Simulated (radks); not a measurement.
Values are calculated unless marked as measured or tabulated.
Orbital eigenvalues (eV) of neutral thallium, [Hg] 6p1, at several levels of relativity; Dirac values are averaged over j with weights 2j + 1. Spin-unpolarised spherical Kohn-Sham, BLYP, point nucleus unless stated (finite: rms radius 5.4759 fm), a radial shooting solver on a logarithmic mesh with Libxc functionals. A level marked "c x" has the speed of light scaled by that factor and shares open shells by 2j + 1; other Dirac levels either fill j = l - 1/2 first or share by 2j + 1.

[
 {"shell": "3s", "non-rel.": "-3063.4", "scalar-rel.": "-3639.5", "Dirac, low j first": "-3629.0", "Dirac, c x 0.75": "-4336.6", "change of magnitude, last against first (%)": "+41.56"},
 {"shell": "3p", "non-rel.": "-2833.2", "scalar-rel.": "-3025.0", "Dirac, low j first": "-3047.4", "Dirac, c x 0.75": "-3287.3", "change of magnitude, last against first (%)": "+16.03"},
 {"shell": "3d", "non-rel.": "-2403.6", "scalar-rel.": "-2389.0", "Dirac, low j first": "-2382.0", "Dirac, c x 0.75": "-2353.0", "change of magnitude, last against first (%)": "-2.10"},
 {"shell": "4s", "non-rel.": "-666.64", "scalar-rel.": "-811.93", "Dirac, low j first": "-809.11", "Dirac, c x 0.75": "-992.51", "change of magnitude, last against first (%)": "+48.88"},
 {"shell": "4p", "non-rel.": "-566.21", "scalar-rel.": "-610.55", "Dirac, low j first": "-616.09", "Dirac, c x 0.75": "-674.77", "change of magnitude, last against first (%)": "+19.17"},
 {"shell": "4d", "non-rel.": "-381.01", "scalar-rel.": "-374.76", "Dirac, low j first": "-373.18", "Dirac, c x 0.75": "-365.05", "change of magnitude, last against first (%)": "-4.19"},
 {"shell": "4f", "non-rel.": "-130.98", "scalar-rel.": "-113.82", "Dirac, low j first": "-112.85", "Dirac, c x 0.75": "-98.177", "change of magnitude, last against first (%)": "-25.04"},
 {"shell": "5s", "non-rel.": "-103.42", "scalar-rel.": "-130.89", "Dirac, low j first": "-129.97", "Dirac, c x 0.75": "-166.93", "change of magnitude, last against first (%)": "+61.41"},
 {"shell": "5p", "non-rel.": "-70.377", "scalar-rel.": "-75.907", "Dirac, low j first": "-76.657", "Dirac, c x 0.75": "-86.028", "change of magnitude, last against first (%)": "+22.24"},
 {"shell": "5d", "non-rel.": "-18.005", "scalar-rel.": "-15.280", "Dirac, low j first": "-14.740", "Dirac, c x 0.75": "-12.819", "change of magnitude, last against first (%)": "-28.80"},
 {"shell": "6s", "non-rel.": "-7.4265", "scalar-rel.": "-9.4823", "Dirac, low j first": "-9.0557", "Dirac, c x 0.75": "-12.855", "change of magnitude, last against first (%)": "+73.10"},
 {"shell": "6p", "non-rel.": "-2.5123", "scalar-rel.": "-2.3488", "Dirac, low j first": "-2.1626", "Dirac, c x 0.75": "-2.6227", "change of magnitude, last against first (%)": "+4.40"}
]
